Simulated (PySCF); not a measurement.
## Correlation energy of Hg⁷⁸⁺ (mercury, charge +78)

1s2, closed-shell 1S. Calculation: PySCF 2.14, in an uncontracted even-tempered set (15 s from 250 bohr⁻², ratio 2.2; 7 p from 380 bohr⁻², ratio 2.4; 4 d from 1100 bohr⁻², ratio 2.4; 3 f from 1700 bohr⁻², ratio 2.4; 3 g from 2600 bohr⁻², ratio 2.4); no relativity, point nucleus. Frozen: nothing; 2 electrons correlated; the 11 highest virtual orbitals of each spin left out.

With two correlated electrons CCSD is exact within the correlated space (frozen core and kept virtual orbitals).

```tsv
level	correlation energy (mhartree)
CCSD	-45.84
```

Diagnostics: T1 = 3.3e-07, D1 = 0.0000, largest double amplitude 0.000.

A non-relativistic calculation at this Z misses sizeable relativistic shifts.

Cost of the coupled-cluster step: about 2.4 core-seconds, for 2 correlated electrons.

At this charge a non-relativistic calculation is a model, useful for the Z dependence of the correlation energy.
